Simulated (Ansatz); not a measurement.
Program: Ansatz. Geometries: PBE0-D4/def2-TZVP. ΔE: electronic, gas phase. CCSD(T)/CBS adds triple-zeta CCSD(T) − MP2 to the extrapolated MP2 energy (def2 sets, frozen cores). This one scheme is used for every species. Functionals use def2-TZVPP. B3LYP here is the variant with VWN-RPA as its local correlation; programs differ in this. def2 core potentials past Kr. For Te outer-core shells are correlated without core-valence functions, which leaves a few kJ/mol of doubt a bond. One conformer a species, not always the lowest.

Reaction (formal exchange of groups at a Te–C bond): `COC(=S)[TeH]` + SiH₄ → `[SiH3][TeH]` + `COC=S`

CCSD(T)/CBS gives -80.9 kJ/mol.

Another level gave -76.4 kJ/mol. Which?
A. B2PLYP/def2-TZVPP
B. PBE-D4/def2-TZVPP
C. ωB97X-V/def2-TZVPP
D. B3LYP-D4/def2-TZVPP

D. B3LYP-D4 -76.4, ωB97X-V -88.5, PBE-D4 -72.2, B2PLYP -82.5 kJ/mol.

Largest T1 diagnostic among the species: 0.017.

From PBE to PBE0 (25 % exact exchange), in def2-TZVPP and without D4, ΔE moves by −12.0 kJ/mol. In def2-TZVPP, CCSD(T) changes the Hartree–Fock value by +32.1 kJ/mol (the triples alone add +8.1 kJ/mol) and MP2 by +37.7 kJ/mol. The D4 term adds +10.1 kJ/mol with B3LYP and +5.2 kJ/mol with PBE0; it sums over pairs of atoms, weighted by their polarisabilities, and B3LYP, whose exchange is more repulsive, gets the larger term.
